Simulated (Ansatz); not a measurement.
Cartesian coordinates (Å):
```xyz
4

I     -2.0445    -1.3503     0.0036
Al     0.0000     0.0000     0.0000
I     -0.1471     2.4457     0.0004
I      2.1916    -1.0955    -0.0040
```
Charge 0, multiplicity 1.

Level of theory: frozen-core CCSD(T)/def2-TZVPP // PBE0-D3(BJ)/def2-TZVP in Ansatz (a program for electronic structure).

```yaml
HF energy: -1132.10852 Ha
MP2 correlation energy: -1.55084 Ha
```

Problem. Estimate the CCSD correlation energy, the (T) correction, the total energy and the T1 diagnostic.

Solution. 
The CCSD correlation energy comes out as -1.46279 Ha and the (T) correction is -0.03481 Ha. The CCSD(T) total energy comes out as -1133.60613 Ha and the T1 diagnostic is 0.008.
